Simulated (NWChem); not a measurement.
System: C₄H₈S₂; SMILES C1CSCSC1

Here is an NWChem input.

```
start job
memory heap 200 mb stack 900 mb global 1100 mb
geometry units angstroms
  C     -1.681037    -0.302692     0.000000
  C     -1.068322     0.258085     1.276409
  S      0.673550    -0.191059     1.528586
  C      1.348899     0.503296     0.000000
  S      0.673550    -0.191059    -1.528586
  C     -1.068322     0.258085    -1.276409
  H     -1.589046    -1.400978     0.000000
  H     -2.759387    -0.062410     0.000000
  H     -1.165207     1.357913     1.305368
  H     -1.590445    -0.134556     2.161925
  H      1.230830     1.599997     0.000000
  H      2.425520     0.279334     0.000000
  H     -1.590445    -0.134556    -2.161925
  H     -1.165207     1.357913    -1.305368
end
basis spherical
  * library 3-21g
end
dft
  xc hfexch
  iterations 150
end
driver
  maxiter 120
end
task dft optimize
task dft freq
```

The level has its own optimisation; frequencies are unscaled. Brackets give each atom's bonded neighbours.

Q: Predict the main results of this run. (Hartree-Fock/3-21G.) Quantities: r C–C (Å); r C–S [C(CHHS)–S(CC)] (Å); r C–H [C(CHHS)–H(C)] (Å); r C–S [C(HHSS)–S(CC)] (Å); highest harmonic frequency (cm⁻¹); lowest (cm⁻¹); zero-point energy (kcal/mol); dipole (D).

A: 
```yaml
r C–C (Å): 1.532
r C–S [C(CHHS)–S(CC)] (Å): 1.888
r C–H [C(CHHS)–H(C)] (Å): 1.080
r C–S [C(HHSS)–S(CC)] (Å): 1.873
highest harmonic frequency (cm⁻¹): 3360
lowest (cm⁻¹): 163
zero-point energy (kcal/mol): 77.6
dipole (D): 2.89
```
